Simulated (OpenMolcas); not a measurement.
# Nb3+: ligand-field states by method

Nb3+ with its 6 nearest chloride ions at 2.529 Å, on the Y site of Cs2NaYCl6 (a = 10.7396 Å, distance in the model lattice 2.619 Å). The rest of the host is ab initio model potentials to 7.6 Å, with orthogonalisation functions on the cations behind the ligands, and point charges beyond; the distance is set by hand and nothing relaxes. Ligand basis ANO-RCC-VDZP.
```
Nb    0.0000    0.0000    0.0000
Cl    2.5290    0.0000    0.0000
Cl    0.0000    2.5290    0.0000
Cl   -2.5290    0.0000    0.0000
Cl    0.0000   -2.5290    0.0000
Cl    0.0000    0.0000    2.5290
Cl    0.0000    0.0000   -2.5290
```

| Item | Value |
| --- | --- |
| Program | OpenMolcas |
| Basis | ANO-RCC-VDZP [6s5p3d1f] |
| Scalar Hamiltonian | DKH2, point nucleus |
| Active space | 2 electrons in 5 orbitals (4d) |
| State averaging | 2S+1 = 3 even, 10 roots; 2S+1 = 1 even, 15 roots |
| Spin-orbit coupling | RASSI with atomic mean-field integrals over the reference wave functions |

I. CASSCF
II. SS-CASPT2, IPEA 0.25 Eh, imaginary shift 0.1 Eh (closed shells correlated: 4s 4p and the ligand valence shells)

Spin-free states (labels of O, the rotations of Oh) in cm-1, each column counted from its own energy of the first state listed:

```tsv
State	Degeneracy	I	II
3T1	3	0	0
1T2	3	9185	6840
1E	2	9289	7220
3T2	3	17463	18770
1A1	1	20373	16080
3T1	3	25443	25030
1T2	3	27182	25900
1T1	3	29462	27900
3A2	1	36196	39240
1E	2	45993	46210
1A1	1	57476	54690
```

From I to II, I's first state of the same spin (3T2) moves from 17463 to 18770 cm-1, by about +1300 cm-1.

From I to II, I's first state of another spin (1T2) moves from 9185 to 6840 cm-1, by about -2300 cm-1.

I: A least-squares ligand-field fit to the states below 45000 cm-1, each weighted by its degeneracy and with a free common offset, gives 10Dq = 18474 cm-1, B = 620 cm-1 and C = 2432 cm-1 (C/B = 3.92), with an rms deviation of 197 cm-1. The same method and metal basis give the free ion B = 760 cm-1 (fit to its terms below 60000 cm-1, rms deviation 30 cm-1), so the nephelauxetic ratio is β = 620 / 760 = 0.82; it hangs on how both fits weigh the states, and computed free-ion B values tend to be too large, so β mixes covalency with correlation.

II: A least-squares ligand-field fit to the states below 45000 cm-1, each weighted by its degeneracy and with a free common offset, gives 10Dq = 19698 cm-1, B = 485 cm-1 and C = 1774 cm-1 (C/B = 3.65), with an rms deviation of 303 cm-1. The same method and metal basis give the free ion B = 703 cm-1 (fit to its terms below 60000 cm-1, rms deviation 565 cm-1), so the nephelauxetic ratio is β = 485 / 703 = 0.69; it hangs on how both fits weigh the states, and computed free-ion B values tend to be too large, so β mixes covalency with correlation.

From I to II, 10Dq changes by +7 %, B by -22 % and C by -27 %.

χT at 300 K: I 0.47, II 0.47 cm3 K/mol.

Roots that are degenerate in the reference are averaged as groups; the widest CASPT2 spread within a group is 650 cm-1 (the 3-fold group of multiplicity 1 near 25900 cm-1 above the lowest state of its run, II). Shifts and gaps below about the spread of the groups concerned are not significant. Over all roots computed the reference weight is 0.67 to 0.68 in II; a low but even weight reflects the number of correlated electrons. An orbital triplet at a regular site is open to Jahn-Teller coupling, which can distort the site and quench the lowest spin-orbit gaps and is left out. The least metal-like active orbital is 79 % on the metal (Löwdin) and no ligand orbital is active, so the numbers are rough. Ligand-to-metal charge-transfer states are missing. With no ligand orbital active B as a rule stays too high, so bands that hang on it stand too high and its fall with covalency is understated. Without dynamic correlation the repulsion within the d shell is too large (B by tens of per cent), so at a given field states of lower spin stand too high (holds for I). With metal d orbitals alone the field can be off either way by tens of per cent (holds for I). With one d shell and no ligand orbital active, 10Dq can be off by a tenth or more (holds for II). No measured value stands beside these numbers; the geometry was set by hand and not optimised.
